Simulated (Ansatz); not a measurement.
Computed with Ansatz on PBE0-D4/def2-TZVP structures; ΔE is electronic, products minus reactants. CCSD(T)/CBS is the MP2 limit (def2-TZVPP, def2-QZVPP) plus CCSD(T) − MP2 in def2-TZVPP, frozen cores. This one scheme is used for every species. Functionals use def2-TZVPP. B3LYP here is the variant with VWN-RPA as its local correlation; programs differ in this. HSE06 is defined as in plane-wave codes. def2 core potentials past Kr. For W outer-core shells are correlated without core-valence functions, which leaves a few kJ/mol of doubt a bond. One conformer a species, not always the lowest.

`[OH][W]([OH])(=[S])=[S]` + `C[Si]F` → `[OH][W]([F])(=[S])=[S]` + `C[Si]O`  (redistribution)

```tsv
level	ΔE (kJ/mol)	difference from CCSD(T)/CBS
revPBE-D4	4.9	-10.6
BLYP-D4	7.5	-8.0
PBE0-D4	10.3	-5.2
B3LYP-D4	10.7	-4.8
r2SCAN0-D4	10.9	-4.6
HSE06-D4	10.2	-5.3
PBE	5.7	-9.8
revPBE	4.8	-10.7
BLYP	6.5	-9.0
PBE0	9.6	-5.9
r2SCANh	8.6	-6.9
HSE06	9.5	-6.0
CCSD/def2-SVP	11.8	-3.7
SCS-MP2/def2-TZVPP	13.6	-1.9
CCSD(T)/def2-TZVPP	13.4	-2.1
MP2/CBS(def2)	16.6	1.1
CCSD(T)/CBS	15.5	0
```

Problem. What do rigid-rotor, harmonic-oscillator terms from PBE0-D4/def2-TZVP frequencies (298.15 K, 1 bar) make of the CCSD(T)/CBS value? (An estimate is asked.)

Solution. Computed: ΔZPE = +2.9 kJ/mol, ΔH = +17.4 kJ/mol, ΔS = -5 J/(mol·K), ΔG = +18.9 kJ/mol.

Largest T1 diagnostic among the species: 0.023, so the coupled-cluster value is less sure than usual.

At CCSD(T), def2-SVP lies −4.9 kJ/mol from the extrapolated value and def2-TZVPP −2.1 kJ/mol. Leaving LDA and LC-ωPBE aside and taking each functional with its dispersion term where it has one, the values, not all of them listed here, spread over 9.6 kJ/mol, from revPBE-D4 to BHLYP-D4.
